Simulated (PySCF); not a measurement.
Isomers of C6H16N2, one GFN2-xTB conformer each. Single-point energies are computed at PBE0/pcSseg-1 (PySCF, gas phase, no added dispersion term), electronic only.

**Question.** Rank them by PBE0/pcSseg-1 energy, lowest first (kcal/mol).
A. `[CH3:1][CH2:2][C@@:3]([CH3:4])([NH2:5])[CH2:6][CH2:7][NH2:8]` with C1–C2–C3–C4 -48°, C2–C3–N5–H -59° and -177°, C2–C3–C6–C7 -54°, C3–C6–C7–N8 -62°, C6–C7–N8–H -61° and 55°
B. `[CH3:1][CH2:2][C@@H:3]([CH3:4])[N:5]([CH3:6])[NH:7][CH3:8]` with C1–C2–C3–C4 177°, C2–C3–N5–C6 -75°, C3–N5–N7–C8 -143°

**Answer.** A (0.0), B (26.7).

As drawn, the higher has an N–N linkage, which the lower lacks. GFN2-xTB itself gives, in the same order: 0.0, 7.4. Both levels put the same isomer lowest.

**Question.** Which frontier levels, dipoles and rotational constants go with these structures?

**Answer.** 
| SMILES | HOMO (eV, PBE0/pcSseg-1) | LUMO (eV) | dipole (D) | A, B, C (MHz) |
| --- | --- | --- | --- | --- |
| CC[C@@](C)(N)CCN | -5.95 | 1.06 | 2.85 | 2862, 1321, 1215 |
| CC[C@@H](C)N(C)NC | -6.18 | 1.35 | 1.24 | 2461, 1437, 1180 |
